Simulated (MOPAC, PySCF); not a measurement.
[Zr(Cl)4], neutral singlet in the gas phase. 

Cartesian coordinates (Å):
```xyz
5

Zr     0.0020     0.0025     0.0205
Cl    -1.2719     0.1483     1.9742
Cl     1.8654     1.4005     0.2017
Cl     0.7144    -2.2025    -0.2857
Cl    -1.2972     0.6713    -1.8033
```
Charge 0, spin multiplicity 1.

All levels are single points at this geometry (TPSS-D3(BJ)/def2-SVP); Pople sets use spherical d functions. Orbital energies aren't observables, and empty levels follow the basis.

SVWN5/6-31G* (LANL2DZ on Zr) in PySCF gives dipole (D) = 0.01.

Problem. Estimate the dipole (D) from each of these levels: TPSSh-D3(BJ)/def2-TZVP in PySCF; B3LYP/6-311+G** (LANL2DZ on Zr) in PySCF; B3LYP/LANL2DZ in PySCF; BP86/6-31G* (LANL2DZ on Zr) in PySCF; M06-2X/6-31G* (LANL2DZ on Zr) in PySCF; PBE/6-31G* (LANL2DZ on Zr) in PySCF; HF/6-31G* (LANL2DZ on Zr) in PySCF; PM6 in MOPAC.

Solution. 
```json
[
 {"level": "TPSSh-D3(BJ)/def2-TZVP in PySCF", "dipole (D)": "0.01"},
 {"level": "B3LYP/6-311+G** (LANL2DZ on Zr) in PySCF", "dipole (D)": "0.01"},
 {"level": "B3LYP/LANL2DZ in PySCF", "dipole (D)": "0.01"},
 {"level": "BP86/6-31G* (LANL2DZ on Zr) in PySCF", "dipole (D)": "0.01"},
 {"level": "M06-2X/6-31G* (LANL2DZ on Zr) in PySCF", "dipole (D)": "0.01"},
 {"level": "PBE/6-31G* (LANL2DZ on Zr) in PySCF", "dipole (D)": "0.01"},
 {"level": "HF/6-31G* (LANL2DZ on Zr) in PySCF", "dipole (D)": "0.01"},
 {"level": "PM6 in MOPAC", "dipole (D)": "0.01"}
]
```
